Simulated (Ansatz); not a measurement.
Species: CrCl (charge 0, sextet). The spin state was set by rule; other spins were not relaxed. 
Structure (B3LYP-D3(BJ)/def2-TZVP (Ansatz, an electronic-structure program) minimum search):
```xyz
2

Cr     0.0000     0.0000    -0.9176
Cl     0.0000     0.0000     1.2955
```
Charge 0, spin multiplicity 6.

Problem. Give the harmonic wavenumbers at B3LYP-D3(BJ)/def2-TZVP (Ansatz, finite differences of forces, unscaled).

Solution. 386 cm⁻¹. Zero-point energy 0.6 kcal/mol.

Problem. From these and the geometry, give the ideal-gas thermochemistry at 298.15 K and 1 atm (rigid rotor, harmonic oscillator).

Solution. Point group C∞v, rotational symmetry number 1. Rotational constants 4.895, 4.895 GHz. S(trans) 39.32, S(rot) 16.19, S(vib) 1.01, S(elec, spin only) 3.56, S 60.1 cal/(mol K). H(298) - H(0) 2.28 kcal/mol; G - E(el) -15.1 kcal/mol.
